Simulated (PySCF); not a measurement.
Solvent effects on NMR parameters

Mapped SMILES: `[CH:1]#[C:2][P:3]1(=[CH2:4])[CH2:5][CH2:6][O:7][CH2:8][CH2:9]1`; H(Xn) means a hydrogen on atom n.

GIAO PBE0/pcSseg-1 in PySCF 2.14 on one PBE0-D3(BJ)/def2-SVP conformer, non-relativistic, equivalent nuclei averaged. Solvents enter as an IEF-PCM continuum (methanol with ε = 32.6, water with ε = 78.4) around the gas-phase geometry. Shifts are referred to TMS computed in the same medium.

Gas phase, δ in ppm: C1 97.2, C2 81.0, C6/C8 67.3, C5/C9 39.4, C4 -6.9, Ha(C6)/Ha(C8) 4.06, Hb(C6)/Hb(C8) 3.50, H(C1) 2.66, Ha(C5)/Hb(C9) 1.55, Hb(C5)/Ha(C9) 1.49, H(C4) -0.04. Dipole moment 2.44 D.

(1) How does each δ change in the continuum?

(2) Which of the listed nuclei move most (in ppm), and what does the model miss? (N and O are left out, as their reference compounds move with the solvent too.)

## Answers

(1) 
| atoms | environment | Δδ, methanol | Δδ, water |
| --- | --- | --- | --- |
| C1 | terminal alkyne carbon | +4.8 | +5.0 |
| C2 | alkyne carbon | +0.2 | +0.2 |
| C6/C8 | sp3 CH2 bonded to O | +1.0 | +1.0 |
| C5/C9 | sp3 CH2 bonded to P | -0.4 | -0.4 |
| C4 | carbon double-bonded to a heavier main-group atom | -4.4 | -4.5 |
| Ha(C6)/Ha(C8) | hydrogen on an sp3 CH2 bonded to O | +0.13 | +0.13 |
| Hb(C6)/Hb(C8) | hydrogen on an sp3 CH2 bonded to O | +0.12 | +0.13 |
| H(C1) | hydrogen on a terminal alkyne carbon | +0.56 | +0.58 |
| Ha(C5)/Hb(C9) | hydrogen on an sp3 CH2 bonded to P | +0.24 | +0.25 |
| Hb(C5)/Ha(C9) | hydrogen on an sp3 CH2 bonded to P | +0.16 | +0.17 |
| H(C4) | hydrogen on a carbon double-bonded to a heavier main-group atom | -0.27 | -0.28 |

Changes are relative to the gas phase. The dipole moment becomes 3.44 D in methanol, 3.48 D in water.

(2) C1 (terminal alkyne carbon, +5.0 ppm) in water. A continuum only polarises the solute; specific hydrogen bonds, the anisotropy of aromatic solvents and changes of geometry or conformer are outside it.
